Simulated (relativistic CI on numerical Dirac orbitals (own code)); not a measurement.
# Os⁴⁺ (5d4) in a crystal field

Calculated by Dirac-Coulomb-Breit CI, orbitals from a KLI potential per configuration, model QED (radiative potential, 1s self-energy scaled to tabulated hydrogen-like ionisation energies), valence Slater integrals scaled by 0.65, one configuration in a parametric crystal field (own radial code).

Field parameters in Wybourne normalisation: Td as Oh with Dq negative (B⁴₀ = 21Dq, B⁴₄ = √(5/14) B⁴₀). The field is a parameter set, without covalency.

S is read from ⟨S²⟩ = S(S + 1).

Levels (cm⁻¹, degeneracy): 0 (1), 7734 (3), 10140 (1), 10482 (3), 12605 (2), 12929 (3), 13761 (3), 13967 (2), 14823 (1), 16577 (3), 17969 (3), 18338 (3).

Q: Which field gives this pattern?
A. Td, 10Dq = -12850 cm⁻¹
B. Td, 10Dq = -3800 cm⁻¹
C. Td, 10Dq = -18900 cm⁻¹
D. Td, 10Dq = -15850 cm⁻¹

A: A. Td, 10Dq = -12850 cm⁻¹, ground level with S = 1.03.
